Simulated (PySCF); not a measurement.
**Steps of a relaxation of [Ce(CH3)2]+**

[Ce(CH3)2]+ (singlet in the valence; each metal's 4f electrons, 1 of them, lie in its core potential, out of spins and levels; a saddle point, relaxed within its symmetry). PySCF 2.14.0, RKS PBE0, Ce lcecp-1-SVP with ECP47, C def2-SVP, H def2-SVP; non-relativistic Hamiltonian with scalar-relativistic core potentials where named; density fitting; no spin-orbit coupling. Origin of the start: template. Columns: position (Å) and force (eV/Å). Energies are counted from the last step; some of the 15 steps are shown. Forces carry noise of the integration grid, about 0.01 to 0.03 eV/Å.

Run from Python with OMP_NUM_THREADS=2. Where DIIS fails, smearing, a level shift and second-order steps follow.
It took 50 s on 2 threads of Arm Neoverse V1, with other jobs on the host, from the converged density of the start.

```xyz
9
step 0  E = 0.554 eV
Ce    0.0000    0.0000   -0.1883     0.00    0.00    0.00
C     2.3131    0.0000    0.8469    -2.09    0.00   -0.43
H     3.0645    0.0000    0.0572     0.33    0.00   -0.38
H     2.4348    0.8900    1.4643     0.25    0.33    0.41
H     2.4348   -0.8900    1.4643     0.25   -0.33    0.41
C    -2.3131    0.0000    0.8469     2.09    0.00   -0.43
H    -3.0645    0.0000    0.0572    -0.33    0.00   -0.38
H    -2.4348   -0.8900    1.4643    -0.25   -0.33    0.41
H    -2.4348    0.8900    1.4643    -0.25    0.33    0.41
```

```xyz
9
step 5  E = 0.056 eV
Ce    0.0000    0.0000   -0.4797     0.00    0.00   -0.04
C     1.9540    0.0000    0.8562    -0.05    0.00   -0.05
H     2.7807    0.0000    0.1167     0.10    0.00    0.03
H     2.0991    0.8853    1.5028    -0.05    0.04    0.02
H     2.0991   -0.8853    1.5028    -0.05   -0.04    0.02
C    -1.9540    0.0000    0.8562     0.05    0.00   -0.05
H    -2.7807    0.0000    0.1167    -0.10    0.00    0.03
H    -2.0991   -0.8853    1.5028     0.05   -0.04    0.02
H    -2.0991    0.8853    1.5028     0.05    0.04    0.02
```

```xyz
9
step 9  E = 0.011 eV
Ce    0.0000    0.0000   -0.6955     0.00    0.00    0.11
C     1.8012    0.0000    0.8323     0.23    0.00   -0.11
H     2.7602    0.0000    0.2609    -0.17    0.00    0.16
H     1.8133    0.8884    1.4966    -0.03   -0.05   -0.06
H     1.8133   -0.8884    1.4966    -0.03    0.05   -0.06
C    -1.8012    0.0000    0.8323    -0.23    0.00   -0.11
H    -2.7602    0.0000    0.2609     0.17    0.00    0.16
H    -1.8133   -0.8884    1.4966     0.03    0.05   -0.06
H    -1.8133    0.8884    1.4966     0.03   -0.05   -0.06
```

**Question.** Where does the relaxation end?

**Answer.** It converges at step 14 in C2v:
```xyz
9
step 14  E = 0
Ce    0.0000    0.0000   -0.7198
C     1.7984    0.0000    0.8101
H     2.8001    0.0000    0.3400
H     1.7417    0.8854    1.4742
H     1.7417   -0.8854    1.4742
C    -1.7984    0.0000    0.8101
H    -2.8001    0.0000    0.3400
H    -1.7417   -0.8854    1.4742
H    -1.7417    0.8854    1.4742
```

**Question.** How did the contacts change?

**Answer.** 
```csv
contact,start (Å),end (Å)
Ce1–C2 (CH3),2.534,2.361
Ce1–C6 (CH3),2.534,2.361
```


An lcecp potential fixes the number of 4f electrons, so in runs with it no electron can move into or out of that shell.
